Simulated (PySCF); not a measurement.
Compound: C6H7N.
SMILES: `N#CC(C)=C=CC`

Method: PySCF 2.14.0, PBE0-D3(BJ)/def2-SVP geometry optimisation, gas phase.

Take the most abundant isotopes and a rigid rotor. 

(1) What are A, B and C (MHz)?

(2) What kind of rotor is it?

(3) Is it planar, by Δ = Ic − Ia − Ib?

(4) Give the other two planar moments, Paa and Pbb, and the rms extents of the mass along the axes.

(5) List the rotational levels J(Ka,Kc) to J = 4 (K).

(6) Which lines would a microwave search look for?

(7) Estimate the classical rotational partition function at 25 K, 50 K and 100 K.

Answers

(1) Ia = 113.03, Ib = 338.22, Ic = 421.52 u·Å²; 505379 MHz·u·Å²/I gives A = 4471, B = 1494, C = 1199 MHz.

(2) An asymmetric top. Ray's parameter κ = (2B − A − C)/(A − C) = -0.820; −1 is the prolate and +1 the oblate limit.

(3) Not planar: Δ = Ic − Ia − Ib = -29.73 u·Å². For a rigid frame Δ = −2 Σ m c², so Σ m c² = 14.87 u·Å² lies off the ab plane: 6.86 from hydrogen and 8.00 from heavier atoms. The atom farthest from that plane is 1.59 Å away.

(4) Paa = Σ m a² = (Ib + Ic − Ia)/2 = 323.36 and Pbb = Σ m b² = (Ia + Ic − Ib)/2 = 98.16 u·Å². With the mass M = 93.06 u, the rms extents √(P/M) along a, b and c are 1.86, 1.03, 0.40 Å.

(5) Above 0(0,0), as E/k:
J = 1: 1(0,1) 0.129, 1(1,1) 0.272, 1(1,0) 0.286
J = 2: 2(0,2) 0.387, 2(1,2) 0.516, 2(1,1) 0.559, 2(2,1) 0.988, 2(2,0) 0.989
J = 3: 3(0,3) 0.771, 3(1,3) 0.882, 3(1,2) 0.967, 3(2,2) 1.375, 3(2,1) 1.380, 3(3,1) 2.126, 3(3,0) 2.126
J = 4: 4(0,4) 1.278, 4(1,4) 1.369, 4(1,3) 1.511, 4(2,3) 1.892, 4(2,2) 1.906, 4(3,2) 2.645, 4(3,1) 2.645, 4(4,1) 3.693, 4(4,0) 3.693

(6) The dipole components are |μa| = 3.64 D, |μb| = 2.71 D, |μc| = 0.10 D. The squared components, which scale the intensities, stand as 1.00 : 0.56 : 0.00 (a : b : c). Some lines, for components of 0.1 D or more:

```tsv
type	branch	J(Ka,Kc)	MHz	lower level (cm⁻¹)
a	Q	3(1,2) ← 3(1,3)	1771	0.613
b	Q	1(1,0) ← 1(0,1)	3272	0.090
b	Q	3(1,2) ← 3(0,3)	4101	0.536
b	R	3(0,3) ← 2(1,2)	5294	0.359
a	R	3(0,3) ← 2(0,2)	7997	0.269
b	Q	3(2,1) ← 3(1,2)	8606	0.672
c	Q	2(2,1) ← 2(1,1)	8931	0.389
c	R	2(2,0) ← 1(1,0)	14634	0.199
b	Q	3(3,0) ← 3(2,1)	15533	0.959
b	Q	3(3,1) ← 3(2,2)	15636	0.956
c	R	3(2,1) ← 2(1,1)	17114	0.389
b	R	3(3,1) ← 2(2,0)	23695	0.687
```

(7) Point group C1, symmetry number σ = 1; q = (√π/σ)·√((kT/h)³/(ABC)), k/h = 20836.6 MHz/K: 7450 at 25 K, 21100 at 50 K, 59600 at 100 K.

No PBE0-D3(BJ)/def2-SVP frequencies stand behind this structure, so it isn't proved a minimum. No vibrational averaging or centrifugal distortion is included, and the geometry carries the error of its method. A rigid rotor knows nothing of internal rotation, which can split or shift real lines. Quadrupole hyperfine structure (14N) is left out.
